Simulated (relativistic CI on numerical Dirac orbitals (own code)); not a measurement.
Hyperfine structure of Ag40+, mass number 107

Computed by Dirac-Coulomb-Breit CI, separate exchange-only KLI orbitals for each configuration, QED by a radiative potential, unscaled Slater integrals (own radial code, finite nucleus).

CI space (outside the closed core 1s2): 2s²2p³, 2s2p⁴, 2p⁵, 2p⁴3s, 2p⁴3p, 2p⁴3d, 2s²2p²3s, 2s²2p²3p, 2s²2p²3d, 2s2p³3s, 2s2p³3p, 2s2p³3d, 2s²2p²4s, 2s²2p²4p, 2s²2p²4d, 2s²2p²4f. Levels of other configurations are missing.

Nuclear spin I = 1/2, μ = -0.11352 μN (tables of Stone and Pyykkö). The electronic factors are computed for point nuclear moments, without core polarisation or the Bohr-Weisskopf and QED corrections.

| Level | E (eV) | A (GHz) |
| --- | --- | --- |
| 2s²2p³ ²D°5/2 | 186.375 | -88.93 |
| 2s²2p³ ²P°1/2 | 211.343 | -268 |
| 2s2p⁴ ⁴P5/2 | 348.677 | -203.4 |
| 2s²2p³ ²P°3/2 | 380.574 | -45.99 |
| 2s2p⁴ ²S1/2 | 405.186 | -803.4 |
| 2s2p⁴ ⁴P3/2 | 536.632 | -183.9 |
| 2s2p⁴ ²D5/2 | 564.719 | -250.8 |
| 2s2p⁴ ²P1/2 | 593.555 | 212.2 |

Levels with J = 0, under 50 % of one LS term, or S terms without an open s electron are left out. Small factors come from cancelling terms and can be off by tens of per cent or more.

At this charge energies of transitions that change n are usually good to better than 1 %, and those within a shell (Δn = 0) to a few per cent.

(1) Give the hyperfine levels of 2s²2p³ ²P°1/2 relative to its centre of gravity.

## Answers

(1) With K = F(F + 1) − I(I + 1) − J(J + 1), E = AK/2: F = 0: 201, F = 1: -67 GHz.

LS names give the leading component of a level, which can be under half, so a name can repeat, a term be missing and a line seem to break the LS rules.
